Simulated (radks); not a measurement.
The numbers below are computed, except where a source is named.
Problem. Coherent X-ray form factor from a spherical all-electron density. Code: a radial shooting solver on a logarithmic mesh with Libxc functionals. Model: scalar-relativistic Kohn-Sham, Slater X-alpha with alpha = 0.667, spin-polarised, spherical densities, finite nucleus; Fermi nuclear charge, rms radius of each element as measured or else 0.836 A^(1/3) + 0.57 fm.

sin(theta)/lambda (1/angstrom)  f0 (electrons)
0.05                                    51.321
0.1                                     49.448
0.15                                    46.783
0.2                                     43.787
0.25                                    40.812
0.3                                     38.047
0.4                                     33.290
0.5                                     29.354
0.6                                     26.033
0.8                                     21.060
1                                       17.886
1.25                                    15.146
1.5                                     12.799
2                                        8.853

The species is in the configuration that NIST lists as its ground one. Which atom or ion scatters so?

Solution. The caesium ion Cs3+, [Kr] 4d10 5s2 5p4. Extrapolating in s^2 from the first two rows gives f0(0) = 51.9, near the electron count 52; among species with that count, the fall with angle is slower the higher Z, and the table is that of Z = 55; from so few rows the species is fixed only to a neighbour or two.
